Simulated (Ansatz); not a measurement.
The cluster Ag3H3⁻. The state is a doublet with charge -1. Geometry PBE-D4/def2-TZVPD, basis def2-TZVPD, Ansatz.

```csv
atom,x (Å),y (Å),z (Å)
Ag1,-0.535,-1.487,-0.295
Ag2,0.518,0.922,-1.210
Ag3,0.016,0.564,1.505
H4,-0.201,0.575,3.159
H5,1.140,2.267,-1.979
H6,-0.939,-2.842,-1.181
```

| run | HOMO (eV) | LUMO (eV) |
| --- | --- | --- |
| A | -0.92 | 0.00 |
| B | -4.12 | 2.32 |
| C | -0.82 | -0.23 |
| D | -0.70 | -0.13 |
| E | -1.64 | 0.51 |

In the def2 sets Ag takes a core potential; there is no spin–orbit coupling. LC-ωPBE has ω = 0.4 bohr⁻¹. Another isomer (doublet) lies 0.84 eV lower at PBE0-D4/def2-TZVPD; other spin states weren't run for this one.

HOMO and LUMO are taken over both spins.

Question: The runs used B97M-V, LC-ωPBE, PBE, PBE0, r2SCAN. Estimate which is which.

Answer: A r2SCAN (0 % exact exchange); B LC-ωPBE (range-separated); C B97M-V (0 % exact exchange); D PBE (0 % exact exchange); E PBE0 (25 % exact exchange). Exact exchange lowers occupied and raises empty levels; among semilocal functionals meta-GGAs tend to open the gap a little, and such runs are hard to tell apart. The gap grows from 0.57 eV (PBE) to 6.44 eV (LC-ωPBE).
